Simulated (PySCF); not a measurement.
Ga(F)(Br)(Me) (CH₃BrFGa), SMILES [CH3][Ga]([F])[Br]. Atoms are numbered in the order given.

```xyz
7

Ga     0.0608     0.7470     0.0000
F      1.7298     1.3037     0.0000
Br    -0.1145    -1.5432     0.0000
C     -1.4051     2.0400     0.0000
H     -2.3761     1.5273     0.0000
H     -1.3189     2.6770     0.8932
H     -1.3189     2.6770    -0.8932
```
Charge 0, spin multiplicity 1.

Geometry: B3LYP-D3(BJ)/def2-SVP.

Level of theory: r2SCAN/def2-TZVP run with PySCF.

The total energy comes out as -4638.84835 hartree. The point group is Cs and the highest occupied level is -7.53 eV. The lowest empty level is -1.64 eV. The orbital gap comes out as 5.89 eV and the dipole moment is 3.01 D. The quadrupole, principal values (traceless, Buckingham form, about the centre of nuclear charge) is -9.45, 4.63, 4.83 D·Å, the mean static polarisability is 58.6 bohr³ (8.68 Å³) and the polarisability, principal values is 44.2, 53.6, 78.0 bohr³.
